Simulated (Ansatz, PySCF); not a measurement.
F4H2NTa, SMILES [NH2][Ta]([F])([F])([F])[F], multiplicity 1. Atoms are numbered in the order given.

```xyz
8

Ta     0.0000     0.0000    -0.0349
F      1.8915     0.0000     0.0709
F     -1.8915     0.0000     0.0709
F      0.0000    -1.6617    -0.9177
F      0.0000     1.6617    -0.9177
N      0.0000     0.0000     1.9249
H      0.8471     0.0000     2.4895
H     -0.8471     0.0000     2.4895
```

The structure is a stationary point at B3LYP-D3(BJ)/def2-SVP. The multiplicity is an assumed one; no other spin state was optimised. The structure was generated by enumeration; whether it is a known compound was not checked. The def2 effective core potentials stand for the cores of Ta; spin–orbit coupling is left out. The values are those of a single conformer.

Two levels are set side by side: PBE-D3(BJ)/def2-SVP (Ansatz, a quantum-chemistry and plane-wave program) and B3LYP-D3(BJ)/def2-SVP (Ansatz). Each level has its own optimised geometry; the coordinates shown are those of the second. Frequencies come from the Hessian of PySCF at each geometry. Differences are taken from unrounded values.

```csv
quantity,B3LYP-D3(BJ)
mean bond length (Å),1.650
bond Ta1–F2 (Å),1.895
bond Ta1–F3 (Å),1.895
bond Ta1–F4 (Å),1.882
bond Ta1–F5 (Å),1.882
bond Ta1–N6 (Å),1.960
bond N6–H7 (Å),1.018
bond N6–H8 (Å),1.018
highest harmonic wavenumber (cm⁻¹),3650
mean harmonic wavenumber (cm⁻¹),837
zero-point energy (kcal/mol),21.55
```

**Question.** What does PBE-D3(BJ) give, and how far is it from B3LYP-D3(BJ)? (The exact figures need the calculation; the answer reports its results.)

**Answer.** 
```
quantity                            PBE-D3(BJ)  PBE-D3(BJ) minus B3LYP-D3(BJ)
----------------------------------  ----------  -----------------------------
mean bond length (Å)                     1.656                          0.007
bond Ta1–F2 (Å)                          1.901                          0.007
bond Ta1–F3 (Å)                          1.901                          0.007
bond Ta1–F4 (Å)                          1.888                          0.007
bond Ta1–F5 (Å)                          1.888                          0.007
bond Ta1–N6 (Å)                          1.965                          0.006
bond N6–H7 (Å)                           1.025                          0.007
bond N6–H8 (Å)                           1.025                          0.007
highest harmonic wavenumber (cm⁻¹)        3585                            -65
mean harmonic wavenumber (cm⁻¹)            815                            -22
zero-point energy (kcal/mol)             20.97                          -0.57
```

Exact exchange shortens and stiffens bonds; PBE has none. Differences between two approximate levels are no errors against the true value.
